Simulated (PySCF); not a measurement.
# Dipole response of Ba²⁺ (barium, charge +2)

[Xe], closed-shell 1S. Computed with PySCF 2.14 in aug-cc-pwCVTZ-X2C with one added diffuse shell each of s, p, d, f type (12s11p9d5f, 125 functions), with scalar relativity by spin-free X2C-1e. Coupled (time-dependent) response in atomic units; α is the mean over directions.

```
 method  mean α (bohr³)  C₆ (like pair)  S(−4)
   PBE0           10.65           77.17  14.80
r2SCAN0           10.56           77.75  13.90
```

S(−4) is the Cauchy moment in α(ω) = α(0) + S(−4) ω² + …

α(iu) at r2SCAN0:

| u (hartree) | α(iu) (bohr³) |
| --- | --- |
| 0 | 10.56 |
| 0.0500 | 10.52 |
| 0.100 | 10.42 |
| 0.200 | 10.03 |
| 0.300 | 9.448 |
| 0.500 | 7.997 |
| 0.750 | 6.211 |
| 1.00 | 4.792 |
| 1.50 | 3.002 |
| 2.00 | 2.050 |
| 3.00 | 1.162 |
| 5.00 | 0.5581 |

A single London oscillator, α(iu) = α/(1 + u²/ω²), gives C₆ = (3/4) ω α². Matching the computed C₆ needs ω = 4 × 77.75 / (3 × 10.56²) = 0.930 hartree.

For an ion, C₆ is the dispersion term alone; charge-induced terms of lower order in 1/R come first.

Spin-orbit coupling, which splits the p, d and f shells strongly at this Z, is absent.
